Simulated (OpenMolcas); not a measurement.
## Fe3+: effect of the level shift or regulariser

```
Program             : OpenMolcas 26.06
Basis               : ANO-R2 [6s5p4d2f1g]
Scalar Hamiltonian  : X2C, finite nucleus
Active space        : 5 electrons in 5 orbitals (3d)
State averaging     : 2S+1 = 6 even, 1 root; 2S+1 = 4 even, 24 roots; 2S+1 = 2 even, 75 roots
Spin-orbit coupling : RASSI with atomic mean-field integrals over the reference wave functions, term energies averaged over their components
```

Methods on the same reference wave functions:
A. CASSCF
B. MS-CASPT2, IPEA 0.25 Eh, imaginary shift 0.1 Eh (closed shells correlated: 3s 3p)
C. MS-CASPT2, IPEA 0.25 Eh, sigma2 regulariser 0.3 Eh (closed shells correlated: 3s 3p)

Energies in cm⁻¹ above 3d⁵ ⁶S_5/2, the measured ground level; measured values from Corliss and Sugar, J. Phys. Chem. Ref. Data 11, 135 (1982).

```tsv
Level	A	B	C	Measured
3d⁵ ⁶S_5/2	0.0	0.0	0.0	0.0
3d⁵ ⁴G_5/2	37475	33300	33300	
3d⁵ ⁴G_7/2	37499	33330	33330	
3d⁵ ⁴G_11/2	37506	33340	33340	32246
3d⁵ ⁴G_9/2	37514	33350	33350	
3d⁵ ⁴P_5/2	43113	36600	36600	35254
3d⁵ ⁴P_3/2	43183	36670	36670	35333
3d⁵ ⁴P_1/2	43264	36760	36760	35407
3d⁵ ⁴D_7/2	46567	39900	39900	38779
3d⁵ ⁴D_1/2	46644	39980	39980	38897
3d⁵ ⁴D_3/2	46707	40050	40050	
3d⁵ ⁴D_5/2	46723	40060	40060	
3d⁵ ²I_11/2	53348	48770	48770	
3d⁵ ²I_13/2	53407	48840	48840	
3d⁵ ²D_5/2(1) [70 %]	59918	51470	51470	49542
3d⁵ ²D_3/2(1)	60516	51970	51970	50051
3d⁵ ²F_7/2(1)	61710	53560	53560	51394
3d⁵ ²F_5/2(1) [60 %]	62405	54160	54160	52167
3d⁵ ⁴F_9/2	62692	54420	54420	52621
3d⁵ ⁴F_7/2	62743	54460	54460	52695
3d⁵ ⁴F_5/2	62906	54610	54610	
3d⁵ ⁴F_3/2	62916	54620	54620	
3d⁵ ²H_9/2	65420	58270	58270	56058
3d⁵ ²H_11/2	65652	58660	58660	56369
```

Deviations, from unrounded energies. A percentage is the sum of absolute deviations over the sum of measured energies, with the sign that they share, or ± where signs differ.

| Against measurement | Levels | A | B | C |
| --- | --- | --- | --- | --- |
| mean absolute deviation (cm-1) | 14 | 8900 | 1700 | 1700 |
| other terms of the ground configuration (%) | 14 | +19.6 | +3.7 | +3.7 |

B, C lie about equally close to measurement and A furthest from it. The largest miss of C in the table is 3d⁵ ²H_11/2, by +2300 cm-1. The ranking rests on the paired levels alone, and a cruder setting can come out closer through cancelling errors.

Between B and C no level of the table moves by more than 5 cm-1.

The two smallest mean deviations differ by little beside CASPT2's spread within terms, so their order carries little weight.

From A to B the spin-free energies of the other terms of 3d⁵ shown, above ⁶S, scale by factors of 0.85 to 0.91, as is usual when dynamic correlation screens the repulsion within a d or f shell.

The lowest spin-free term lies below A's lowest term by 0.439 hartree in B, 0.439 hartree in C.

CASPT2 does not keep the components of a term degenerate, so their means are used; among the terms shown or strongly mixed into the levels shown the widest spread is 620 cm-1 (3d⁵ ⁴F, C). Without dynamic correlation excited terms often stand tens of per cent too high (terms of higher spin than the ground term too low), and those without a measured partner can miss by more than the paired ones (holds for A). Blocks of more than 70 roots (2S+1 = 2 even) ran without multistate coupling (holds for B; C). Computed and measured levels are paired by configuration, term and J; levels that our copy of the source lacks, or whose pairing is in doubt (as where it misses far off the trend of its configuration), stay unpaired and out of the deviations. Levels of configurations outside the active space are missing. The table leaves out levels that lie high or whose names do not pair safely across all columns.

A share in square brackets marks a mixed level and gives the weight of the term that names it, the lowest over the columns. A number in round brackets counts repeated terms of one configuration in the order of the reference energies.
